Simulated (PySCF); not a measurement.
Multinuclear NMR of C₄H₇FOSi

Numbering as in the mapped SMILES `[O:1]=[C:2](/[CH:3]=[CH:4]/[F:5])[CH2:6][SiH3:7]`. Hydrogens are named by the atom that carries them.

- structure optimised with GFN2-xTB
- NMR shieldings at PBE0/pcSseg-1/GIAO
- run in PySCF 2.14
- a single conformation, one averaged value for each set of equivalent atoms, no relativistic terms, isolated molecule

**Question.** Where does $^{19}$F resonate?

**Answer.** 
```
atoms       environment  σ (ppm)  δ (ppm)
   F5  vinylic fluorine    278.0   -104.9
```

Shieldings were converted by a linear fit to measured shifts: $^{19}$F: δ = 146.13 − 0.903σ +14.6 on sp3 carbon (rms 6.0 ppm, 223 shifts, 7.0 ppm with the 5 outliers that the fit left out vs CFCl3, solution or neat liquid). Occasional misses reach two or three times the rms, and more in compound classes unlike the fitted ones.

On a 300 MHz spectrometer $^{19}$F resonates near 282.3 MHz, so 1 ppm is 282.3 Hz.

**Question.** Where does $^{29}$Si resonate?

**Answer.** 
| atoms | environment | σ (ppm) | δ (ppm) |
| --- | --- | --- | --- |
| Si7 | silicon bonded to C, 3 H | 431.5 | -74.7 |

Shieldings were converted by a linear fit to measured shifts: $^{29}$Si (scatter 8.9 ppm rms, 25.8 ppm with the 6 outliers that the fit left out vs TMS, solution or neat liquid). A few per cent of atoms miss by over 2 rms, more outside the fitted compound classes.

On a 300 MHz spectrometer $^{29}$Si resonates near 59.6 MHz, so 1 ppm is 59.6 Hz.

**Question.** What are the $^{17}$O shifts?

**Answer.** 
```tsv
atoms	environment	σ (ppm)	δ (ppm)
O1	ketone oxygen	-280.1	521.8
```

Shieldings were converted by a linear fit to measured shifts: $^{17}$O: δ = 266.70 − 0.911σ (rms 10.7 ppm, 155 shifts, 12.2 ppm with the 3 outliers that the fit left out vs liquid water, solution or neat liquid). A few per cent of atoms miss by over 2 rms, more outside the fitted compound classes.

On a 400 MHz spectrometer $^{17}$O resonates near 54.2 MHz, so 1 ppm is 54.2 Hz.
